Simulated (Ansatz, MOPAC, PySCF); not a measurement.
Series CXY, Y = hydroxy, computed as singlets and as triplets. All species are isolated molecules in the gas phase. One relaxed conformer stands for each flexible species; it need not be the lowest. Strings in code marks are SMILES.

Quantity: adiabatic spin-state energy, in eV. HF references are unrestricted for open shells and restricted for singlets. The restricted reference of `O[C]S` and `[CH]O` is unstable towards unrestricted orbitals. Semi-empirical values (MOPAC) are differences of heats of formation.

Level 1: frozen-core CCSDT(Q)/cc-pVDZ // PBE0-D3(BJ)/def2-TZVP (Ansatz, a program for electronic structure)
Level 2: PBE-D3(BJ)/def2-TZVP // PBE0-D3(BJ)/def2-TZVP (PySCF)
Level 3: HF/6-31G* // PBE0-D3(BJ)/def2-TZVP (PySCF)
Level 4: PM7 // PBE0-D3(BJ)/def2-TZVP (MOPAC)

```json
[
 {"species": "`[CH]O`: multiplicity 3 minus multiplicity 1", "level 2": "0.74", "level 3": "0.003", "level 4": "0.56"},
 {"species": "`O[C]O`: multiplicity 3 minus multiplicity 1", "level 2": "2.36", "level 3": "1.60", "level 4": "2.20"},
 {"species": "`O[C]S`: multiplicity 3 minus multiplicity 1", "level 2": "1.38", "level 3": "0.53", "level 4": "0.89"}
]
```

Problem. What does level 1 give for each?

Solution. 
- `[CH]O`: multiplicity 3 minus multiplicity 1: 0.93
- `O[C]O`: multiplicity 3 minus multiplicity 1: 2.56
- `O[C]S`: multiplicity 3 minus multiplicity 1: 1.51
